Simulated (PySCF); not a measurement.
**Radial density of Hf(2+) (hafnium, charge +2)**

PW91, [Xe] 4f14 5d2, high-spin 3F determinant. Computed with PySCF 2.14 in aug-cc-pVDZ-PP with ECP60MDF (5s5p4d2f, 54 functions), with a scalar-relativistic core potential. This is the valence pseudo-density: the core potential removes the inner electrons and smooths the orbitals near the nucleus.

```csv
r (bohr),4πr²ρ (e/bohr),4πr²(ρα − ρβ)
0.141,2.168e-05,0.0000
0.237,8.368e-05,0.0000
0.398,0.02034,0.0010
0.670,2.190,0.0469
1.13,9.124,0.6570
1.90,3.265,1.0358
3.19,0.3692,0.3195
5.36,0.01304,0.0129
9.02,3.088e-05,0.0000
```

Energies and moments cover only the electrons outside the core potential. Spin-orbit coupling, absent here, splits the open shell strongly.
